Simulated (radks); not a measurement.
Task: Radial electron density D(r) = 4 pi r^2 rho(r) of an atom or ion with 47 electrons. All-electron calculation, scalar-relativistic Kohn-Sham, exchange-only PBE, spin-unpolarised, spherical densities, finite nucleus; Fermi nuclear charge, rms radius of each element as measured or else 0.836 A^(1/3) + 0.57 fm. Program: a radial shooting solver on a logarithmic mesh with Libxc functionals.

```
   r/bohr * D(r) (the largest magnitude, 78, reaches the edge; | marks zero)
 0.001641 | *
 0.001895 |  *
 0.002206 |   *
 0.002548 |    *
 0.002966 |     *
 0.003425 |       *
 0.003988 |         *
 0.004605 |           *
 0.005361 |              *
 0.006192 |                 *
 0.007208 |                    *
 0.008324 |                        *
 0.009691 |                            *
  0.01119 |                                *
  0.01303 |                                    *
  0.01505 |                                       *
  0.01752 |                                         *
  0.02023 |                                          *
  0.02355 |                                          *
  0.02742 |                                         *
  0.03166 |                                       *
  0.03686 |                                     *
  0.04257 |                                    *
  0.04956 |                                      *
  0.05724 |                                         *
  0.06663 |                                              *
  0.07695 |                                                   *
  0.08958 |                                                      *
   0.1035 |                                                     *
   0.1204 |                                                 *
   0.1391 |                                           *
   0.1619 |                                      *
    0.187 |                                    *
   0.2177 |                                       *
   0.2514 |                                          *
   0.2927 |                                           *
    0.338 |                                       *
   0.3935 |                              *
   0.4545 |                     *
   0.5291 |              *
    0.616 |            *
   0.7114 |            *
   0.8281 |             *
   0.9564 |             *
    1.113 |          *
    1.286 |       *
    1.497 |    *
    1.729 |  *
    2.013 | *
    2.324 |*
    2.706 |*
    3.125 *
    3.638 *
    4.201 *
    4.891 *
    5.649 *
    6.576 *
    7.595 *
    8.841 *
```

What is the nuclear charge?

Result: Z = 48. The innermost maximum, from 1s, lies near gamma/Z bohr with gamma = sqrt(1 - (Z/c)^2) = 0.937, here 0.0195 bohr (found: 0.0214), and its height grows with Z. The density is that of the cadmium ion Cd+ in [Kr] 4d10 5s1; the configuration itself is not fixed sharply by these data, and Z only to a few units. D(r) has 4 maxima, at r = 0.0214, 0.0940, 0.279, 0.841 bohr, and minima at 0.0419, 0.183, 0.621 bohr, inside which lie 2.00, 11.15, 29.03 electrons.
